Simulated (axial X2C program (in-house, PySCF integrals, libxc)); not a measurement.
# Nuclear properties of ClRuCl

Computed with an axial X2C code built on PySCF integrals: two-component X2C with atomic mean-field Coulomb and Gaunt terms, Gaussian nuclei, basis Cl dyall-av3z, Ru dyall-v3z with contracted cores.

Cl–Ru–Cl held linear, with bonds 2.242 and 2.242 Å (near the PBE0 minimum at charge 0 of the determinant lowest at the starting distance; the state shown can have its own minimum elsewhere, held linear; other orders of the atoms were not compared).

Determinant lowest in the PBE0 search, Ω = 4 (⟨Sz⟩ = 1.99, ⟨Lz⟩ = 2.01 at PBE0), spin on the atoms Cl 0.10, Ru 1.79, Cl 0.10:

| level | A∥/gI Cl (MHz) | qzz Cl (a.u.) | A∥/gI Ru (MHz) | qzz Ru (a.u.) |
| --- | --- | --- | --- | --- |
| PBE0 | -7.82 | 0.81 | 520 | -1.40 |
| HF | -5.34 | 0.82 | 337 | -1.92 |
| TPSSh | -6.26 | 0.73 | 539 | -1.33 |

Determinant 0.73 eV from it at PBE0 and this distance, Ω = 3 (⟨Sz⟩ = 1.96, ⟨Lz⟩ = 1.04 at PBE0), spin on the atoms Cl 0.07, Ru 1.82, Cl 0.07:

```csv
level,A∥/gI Cl (MHz),qzz Cl (a.u.),A∥/gI Ru (MHz),qzz Ru (a.u.)
PBE0,31.7,1.06,546,-6.24
HF,12.7,1.01,323,-6.81
TPSSh,35.5,0.97,554,-6.11
```

A∥ (defined per Ω) follows by multiplying with gI = μI/(I μN); qzz is the electric field gradient, eQq0 = 234.96 MHz × Q/barn × qzz. The operators were transformed with the bare-nucleus X2C matrices; with these basis sets, hyperfine constants and field gradients can be off by tens of per cent, and where levels differ in sign neither size nor sign is settled.

Question: With gI(35Cl) = 0.5479, Q(35Cl) = -0.08112 barn, gI(101Ru) = -0.2880, Q(101Ru) = 0.457 barn (g factors from the IAEA table of nuclear moments by Stone; Q from Pyykkö, Mol. Phys. 2018), turn the PBE0 values of the first state into constants in MHz.

Answer: A∥(35Cl) = -7.82 × 0.5479 = -4.28 MHz; eQq0(35Cl) = 234.96 × (-0.08112) × (0.81) = -15.4 MHz; A∥(101Ru) = 520 × -0.2880 = -150 MHz; eQq0(101Ru) = 234.96 × (0.457) × (-1.40) = -150 MHz.

The molecule was held linear; bending was not examined, so a bent shape may lie lower.

Each state is one determinant with collinear spin, which with several unpaired electrons need not be a pure state. Unrestricted Hartree–Fock can overshoot spin polarisation at the nuclei. With several open shells hyperfine constants can be off by a factor of several. Open-shell Ω = 0 determinants with evenly filled partner blocks cannot be reached by this program, so the Ω shown need not be the lowest component. The search compared states at one distance, so a state with another bond length can lie lower. PBE0 term energies can be off by some tenths of an eV.
